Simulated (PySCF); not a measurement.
Species: `C=C[C@@](C)(N)C[SiH2]N`. The columns A, B, C and D hold Mulliken, IAO, Hirshfeld and ESP-fitted charges (e) of one PBE0/pcSseg-1 density (PySCF), in a shuffled order. Coordinates in Å (GFN2-xTB); the density's dipole moment is (1.81, 0.34, -1.12) D.

```csv
atom,x,y,z,A,B,C,D
C1,-1.963,-1.742,0.405,-0.462,-0.323,-0.097,-0.102
C2,-1.291,-0.948,-0.406,-0.134,-0.145,-0.172,-0.039
C3,-0.791,0.430,-0.064,+0.573,+0.149,-0.323,+0.063
C4,-1.684,1.453,-0.785,-0.608,-0.412,-0.122,-0.122
N5,-0.931,0.674,1.364,-0.961,-0.574,-0.381,-0.222
C6,0.664,0.578,-0.555,-0.571,-0.560,-0.415,-0.168
Si7,1.861,-0.729,0.129,+0.723,+0.889,+0.753,+0.352
N8,3.427,-0.025,-0.044,-1.057,-0.841,-0.626,-0.322
H9,-2.210,-1.442,1.409,+0.200,+0.156,+0.118,+0.040
H10,-2.302,-2.715,0.092,+0.184,+0.150,+0.112,+0.045
H11,-1.071,-1.257,-1.419,+0.129,+0.139,+0.092,+0.043
H12,-2.694,1.391,-0.390,+0.192,+0.153,+0.124,+0.037
H13,-1.709,1.256,-1.854,+0.140,+0.136,+0.102,+0.039
H14,-1.307,2.462,-0.624,+0.156,+0.131,+0.099,+0.038
H15,-0.574,1.597,1.589,+0.374,+0.240,+0.169,+0.108
H16,-0.392,-0.004,1.889,+0.349,+0.239,+0.172,+0.097
H17,0.668,0.536,-1.646,+0.150,+0.137,+0.127,+0.036
H18,1.017,1.577,-0.284,+0.159,+0.141,+0.127,+0.035
H19,1.641,-2.006,-0.568,-0.187,-0.169,-0.116,-0.099
H20,1.741,-0.955,1.573,-0.132,-0.150,-0.119,-0.087
H21,3.668,0.429,-0.910,+0.385,+0.257,+0.187,+0.113
H22,4.221,-0.542,0.296,+0.395,+0.259,+0.189,+0.114
```

Which column most likely holds the ESP-fitted charges?

A. Σ q r misses the density's dipole by 0.02 D (A), 1.42 D (D), 1.46 D (B), 1.94 D (C). Charges fitted to the outside potential are the only set here that is tied to the molecule's multipoles.

And the Hirshfeld charges?

D. The mean sizes are 0.106 e (D), 0.216 e (C), 0.289 e (B), 0.374 e (A), and Hirshfeld charges are commonly the smallest of these schemes.

As computed, A = ESP-fitted, B = IAO, C = Mulliken, D = Hirshfeld. Hydrogens on carbon: ESP-fitted +0.13 to +0.20, IAO +0.13 to +0.16, Mulliken +0.09 to +0.13, Hirshfeld +0.04 to +0.05 e.

The Hirshfeld scheme weights the molecular density at each point by an atom's share of the summed free-atom densities. The ESP scheme fits charges at the nuclei, held to the total charge, to the electrostatic potential on points at 1.4 to 2.0 times the van der Waals radii.

The structure is a single GFN2-xTB conformer in the gas phase; no vibrational or solvent corrections.
